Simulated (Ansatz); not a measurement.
`[NH2][Sn]([NH2])([NH2])[Cl]` and `[NH2][Sn]([NH2])([NH2])[NH2]` differ in one atom or group.

Ansatz, PBE0-D4/def2-TZVP geometries, multiplicity 1. Each molecule was computed in one conformer, which needn't be the lowest.

Elements past krypton have def2 core potentials.

```csv
property,`[NH2][Sn]([NH2])([NH2])[Cl]`
size of the dipole moment (PBE/def2-TZVPP) / D,0.56
LUMO energy (B3LYP/def2-TZVPP) / eV,-1.21
size of the dipole moment (B3LYP/def2-TZVPP) / D,0.45
LUMO energy (PBE/def2-TZVPP) / eV,-1.81
HOMO–LUMO gap (B3LYP/def2-TZVPP) / eV,6.26
HOMO–LUMO gap (PBE/def2-TZVPP) / eV,4.49
```

(1) What does the change do to each property? (Estimate.)

## Answers

(1) Ansatz gave: 
```json
{"property": "size of the dipole moment (PBE/def2-TZVPP) / D", "`[NH2][Sn]([NH2])([NH2])[NH2]`": "0.00", "shift": "-0.56"}
{"property": "LUMO energy (B3LYP/def2-TZVPP) / eV", "`[NH2][Sn]([NH2])([NH2])[NH2]`": "-0.63", "shift": "0.58"}
{"property": "size of the dipole moment (B3LYP/def2-TZVPP) / D", "`[NH2][Sn]([NH2])([NH2])[NH2]`": "0.00", "shift": "-0.45"}
{"property": "LUMO energy (PBE/def2-TZVPP) / eV", "`[NH2][Sn]([NH2])([NH2])[NH2]`": "-1.17", "shift": "0.64"}
{"property": "HOMO–LUMO gap (B3LYP/def2-TZVPP) / eV", "`[NH2][Sn]([NH2])([NH2])[NH2]`": "6.03", "shift": "-0.23"}
{"property": "HOMO–LUMO gap (PBE/def2-TZVPP) / eV", "`[NH2][Sn]([NH2])([NH2])[NH2]`": "4.31", "shift": "-0.18"}
```

With PBE0 the HOMO rises by 0.83 eV and the LUMO rises by 0.60 eV, so the gap narrows by about 0.23 eV. PBE moves the HOMO by 0.81 eV and ωB97M-V by 0.80 eV. The zero-point energy changes by 63.3 kJ/mol with +6 modes.

B3LYP here is the variant with VWN-RPA as its local correlation; programs differ in this.
